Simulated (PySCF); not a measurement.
## Where the electron goes

Compound: WO(OMe)4, C4H12O5W (singlet state).
Structure used (PBE0-D3(BJ)/def2-SVP), in Å, numbered top down from 1:
```xyz
22
C4H12O5W angstrom
W     -0.013   -0.013    0.912
O     -0.014   -0.028    2.610
O      1.810   -0.358    0.551
C      2.651   -0.154   -0.536
H      2.346   -0.763   -1.407
H      3.682   -0.432   -0.265
H      2.628    0.911   -0.830
O      0.356    1.714    0.179
C     -0.341    2.923    0.175
H     -1.431    2.756    0.235
H     -0.115    3.479   -0.750
H     -0.041    3.545    1.036
O     -1.838    0.340    0.559
C     -2.651    0.167   -0.555
H     -2.308    0.777   -1.411
H     -3.684    0.461   -0.311
H     -2.642   -0.895   -0.862
O     -0.386   -1.728    0.152
C      0.315   -2.934    0.143
H      1.407   -2.762    0.147
H      0.048   -3.512   -0.757
H      0.060   -3.539    1.030
```

Method: TDDFT PBE0/def2-SVPD, vertical, gas phase, core orbitals frozen in the response, def2 core potentials past Kr (PySCF 2.14.0, density-fitted response routines). Spin–orbit coupling is left out.

Frontier orbitals with the atoms that hold most of them (Löwdin shares over 4%, at most four atoms; ? is withheld):

| orbital | ε (eV) | atoms |
| --- | --- | --- |
| LUMO+2 | -0.25 | W1 54%, O2 23%, O18 7%, O8 7% |
| LUMO+1 | -0.79 | W1 56%, O2 21%, O13 8%, O3 8% |
| LUMO | -2.13 | ? |
| HOMO | -8.05 | O18 23%, O8 22%, O13 13%, O3 12% |
| HOMO-1 | -8.13 | ? |
| HOMO-2 | -8.25 | O8 21%, O18 20%, O3 10%, O13 10% |
| HOMO-3 | -8.49 | O3 21%, O13 20%, O18 10%, O8 10% |

Q: Which atoms hold the HOMO-1, and with what shares?

A: O2 (bonded to W) 16%; O18 (bonded to C and W) 14%; O8 (bonded to C and W) 14%; O3 (bonded to C and W) 14%.

Q: Which atoms hold the LUMO, and with what shares?

A: W1 (bonded to 5 O) 61%; O13 (bonded to C and W) 10%; O3 (bonded to C and W) 10%; O8 (bonded to C and W) 5%. By element: tungsten 61%, oxygen 24% or more.

Q: How does S1 compare with the orbital gap of 5.91 eV?

A: S1 is at 4.45 eV (f = 0.014), 1.46 eV below the gap, made of HOMO-1→LUMO (84%). Its leading pair isn't HOMO and LUMO; the energies of that pair differ by 6.00 eV. 

Q: One configuration dominates each of S1, S2, S3 and S8. Which, and how do the shares of the two leading atoms of either orbital change from the occupied to the empty one?

A: 
- S1 (4.45 eV, f 0.014), HOMO-1→LUMO (84%): O2 16% → at most 5%, O18 14% → at most 5%, W1 at most 14% → 61%, O13 at most 14% → 10%; the Löwdin share of tungsten is at most 14% in HOMO-1 and 61% in LUMO (ligand-to-metal charge transfer by this measure)
- S2 (4.53 eV, f 0.0007), HOMO→LUMO (92%): O18 23% → at most 5%, O8 22% → 5%, W1 at most 12% → 61%, O13 13% → 10%; the Löwdin share of tungsten is at most 12% in HOMO and 61% in LUMO (ligand-to-metal charge transfer by this measure)
- S3 (4.61 eV, f 0.0072), HOMO-2→LUMO (76%): O8 21% → 5%, O18 20% → at most 5%, W1 at most 10% → 61%, O13 10% → 10%; the Löwdin share of tungsten is at most 10% in HOMO-2 and 61% in LUMO (ligand-to-metal charge transfer by this measure)
- S8 (5.80 eV, f 0.020), HOMO→LUMO+1 (93%): O18 23% → at most 7%, O8 22% → at most 7%, W1 at most 12% → 56%, O2 at most 12% → 21%; the Löwdin share of tungsten is at most 12% in HOMO and 56% in LUMO+1 (ligand-to-metal charge transfer by this measure)

Löwdin shares depend on the basis, the more so with diffuse functions.

Hardware: one thread, Intel Xeon at 2.50 GHz (x86_64), no GPU, on a shared host. Cost: 6.2 min of wall time (with the writing of density and orbital grids), 1.6 GiB resident at most.
